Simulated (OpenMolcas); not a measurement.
**Predicting a hybrid from its neighbours: AlCNClOF**

The species is AlCNClOF (6 atoms), meant as a singlet with charge 0. SMILES: `O=C=[N][Al]([F])[Cl]`. Geometry: relaxed at PBE0-D4/def2-TZVP. This is one conformer, not always the lowest.

The vertical ionisation energy (to the doublet cation) y, in eV, basis cc-pVDZ; a is the functional's share of exact exchange. Programs: OpenMolcas 26.06.

| functional | program | a | y (eV) |
| --- | --- | --- | --- |
| TPSS | OpenMolcas | 0 | 10.75 |
| BLYP | OpenMolcas | 0 | 10.52 |
| B3LYP | OpenMolcas | 0.2 | ? |
| PBE0 | OpenMolcas | 0.25 | 11.26 |
| BHLYP | OpenMolcas | 0.5 | 11.41 |

**Question.** Fit y = c + s·a to the known rows and predict B3LYP.

**Answer.** 
1. Means of the 4 rows: a = 0.1875, y = 10.985.
2. Σ(Δa)² = 0.17188, Σ(Δa·Δy) = 0.28125, so the slope is 0.28125/0.17188 = 1.6363.
3. Intercept: 10.985 − (1.6363) × 0.1875 = 10.678. The largest residual of the fit is 0.17.
4. B3LYP: 10.678 + (1.6363) × 0.2 = 11.01 eV.

The run gave 11.14 eV, so the prediction is off by -0.13 eV, within the largest residual. The rows mix families of semi-local functionals, which the line can't see.
